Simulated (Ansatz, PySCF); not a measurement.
Ways to break one bond of C[Si](C)(P)P:

A. C[Si](C)(P)P -> [CH3] (CH3) + C[Si](P)P
B. C[Si](C)(P)P → C[Si](C)P + [PH2] (PH2)
C. C[Si](C)(P)P -> C[Si](C)([PH])P + H atom

Quantity: bond dissociation energy (enthalpy at 298 K, with B3LYP-D3(BJ) rigid-rotor harmonic-oscillator terms from PySCF), kcal/mol. Geometries: B3LYP-D3(BJ)/def2-TZVP minima from Ansatz (an electronic-structure program), one conformer each, not searched for the lowest. Cores are frozen in the correlated levels unless marked. UHF or UKS for open shells. Spin-orbit coupling is left out. No relativistic terms. Basis-set limits of correlation are two-point, X^-3; Hartree-Fock from the larger set.

**Question.** Rank them by bond dissociation energy at CCSD(T)/CBS(cc-pV(T+d)Z,cc-pV(Q+d)Z) (Ansatz), lowest first.

**Answer.** B (74.6 kcal/mol), C (81.8 kcal/mol), A (89.3 kcal/mol)
